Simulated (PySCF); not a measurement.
**Spinor energies of O⁺ (oxygen, charge +1)**

Start: [He] 2s2 2p3; 2p1/2 filled at m_j = -1/2, +1/2; 2p3/2 filled at m_j = +3/2. Calculated with PySCF 2.14 in x2c-TZVPall-2c with one added diffuse shell each of s, p, d type (6s4p3d1f, 40 functions): generalised Hartree-Fock with the X2C-1e Hamiltonian and a Gaussian nucleus; one run each with spin-orbit coupling (SO) switched off, then screened by Boettger's factors.

```
spinor shell  electrons  ε, spin-free (eV)  ε, screened SO (eV)  weight of nominal j (screened SO)  rms radius, screened SO (bohr)
       1s1/2          2            -581.15              -581.15                              1.000                           0.230
       2s1/2          2            -49.070              -49.070                              1.000                            1.20
       2p1/2          2            -36.204              -36.212                              0.503                            1.20
       2p3/2          1            -36.204              -36.187                              1.000                            1.21
```

```
   quantity  spin-free  screened SO
E (hartree)  -74.42667    -74.42668
        M_J        3/2          3/2
       ⟨J²⟩      3.755        3.755
       ⟨L²⟩      0.000        0.000
       ⟨S²⟩      3.755        3.755
```

Each row is a mean over spinors that exchange with the open shell spreads, by up to 14.689 eV (2s1/2).

Rows whose weight is well below 1 are mixtures of j = l ± 1/2: exchange outweighs spin-orbit coupling there, and the label is only the starting occupation.

Without spin-orbit coupling the j labels of p, d and f shells carry no meaning; the spin-free column gives the mean over the occupied spinors of each nl shell.
